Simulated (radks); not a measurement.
Q: Pm20+, configuration [Kr] 4d5 (the NIST ground configuration). Method: non-relativistic Kohn-Sham, LDA (Slater exchange, Perdew-Wang correlation), spin-unpolarised, spherical densities, point nucleus; relativity is left out, which matters for an element this heavy; computed with a radial shooting solver on a logarithmic mesh with Libxc functionals. Some entries of the table are withheld. Estimate them.

orbital  occ.  eigenvalue (hartree)  <r^2> (bohr^2)  r(max) (bohr)
1s          2             -1582.841       0.0008287        0.01650
2s          2             -265.8371             (1)        0.09060
2p          6             -253.3385        0.009866        0.07055
3s          2             -72.80303         0.08613         0.2532
3p          6             -67.32666         0.08084            (2)
3d         10                   (3)         0.06498            (4)
4s          2             -27.95089             (5)         0.5635
4p          6             -25.76365          0.3981            (6)
4d          5             -21.86949          0.4146         0.5634

A: 
(1) 2s <r^2> (bohr^2): 0.01324
(2) 3p r(max) (bohr): 0.2401
(3) 3d eigenvalue (hartree): -57.13716
(4) 3d r(max) (bohr): 0.1921
(5) 4s <r^2> (bohr^2): 0.3874
(6) 4p r(max) (bohr): 0.5661
